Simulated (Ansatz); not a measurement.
Relaxation of CH7ClGeO (11 atoms, charge 0, multiplicity 1), to a largest force component of 0.03 eV/Å in at most 50 steps.

Computed with Ansatz, RKS revPBE/def2-SVP.

```xyz
11
Properties=species:S:1:pos:R:3:forces:R:3
Ge -0.078 -0.281 -1.111 -0.03 -0.13 -0.13
Cl 1.788 0.917 -1.245 0.00 0.04 0.05
H -0.039 -1.152 -2.404 0.00 0.01 0.00
H -1.267 0.712 -1.211 0.00 0.00 0.00
C -0.046 -1.405 0.496 0.00 -0.02 0.01
H 0.699 1.932 0.921 0.14 -0.03 -0.09
O -0.171 1.745 1.319 -0.12 0.15 0.15
H -0.923 -2.083 0.472 0.00 -0.01 -0.01
H -0.099 -0.761 1.392 0.01 0.01 -0.02
H 0.879 -2.014 0.508 0.00 0.01 0.01
H -0.744 2.391 0.863 0.00 -0.02 0.03
```

Task: Where does it end, and by what steps?

Result: The run converged. The force dipped under the threshold on the way, but the program's further checks kept it going. After 10 steps the energy has fallen by 0.038 eV; O7 moved furthest, 0.28 Å.

```json
{"step": "0", "energy less start (eV)": "0.0000", "largest force component (eV/Å)": "0.149", "accepted": "yes"}
{"step": "1", "energy less start (eV)": "0.0121", "largest force component (eV/Å)": "1.464", "accepted": "no"}
{"step": "2", "energy less start (eV)": "-0.0175", "largest force component (eV/Å)": "0.294", "accepted": "yes"}
{"step": "3", "energy less start (eV)": "-0.0268", "largest force component (eV/Å)": "0.304", "accepted": "yes"}
{"step": "4", "energy less start (eV)": "-0.0310", "largest force component (eV/Å)": "0.189", "accepted": "yes"}
{"step": "5", "energy less start (eV)": "-0.0344", "largest force component (eV/Å)": "0.066", "accepted": "yes"}
{"step": "6", "energy less start (eV)": "-0.0319", "largest force component (eV/Å)": "0.165", "accepted": "no"}
{"step": "7", "energy less start (eV)": "-0.0370", "largest force component (eV/Å)": "0.096", "accepted": "yes"}
{"step": "8", "energy less start (eV)": "-0.0350", "largest force component (eV/Å)": "0.202", "accepted": "no"}
{"step": "9", "energy less start (eV)": "-0.0379", "largest force component (eV/Å)": "0.007", "accepted": "yes"}
{"step": "10", "energy less start (eV)": "-0.0381", "largest force component (eV/Å)": "0.014", "accepted": "yes"}
```

```xyz
11
Properties=species:S:1:pos:R:3
Ge -0.094 -0.376 -1.218
Cl 1.665 0.984 -1.244
H 0.087 -1.264 -2.481
H -1.340 0.539 -1.379
C -0.078 -1.380 0.465
H 0.718 1.865 0.916
O -0.044 1.866 1.531
H -0.936 -2.083 0.486
H -0.169 -0.649 1.291
H 0.865 -1.952 0.563
H -0.675 2.449 1.069
```

The run took 22 s on 2 threads of AMD EPYC 7R13 Processor (Zen 3), on a shared host, peak memory 0.18 GiB.
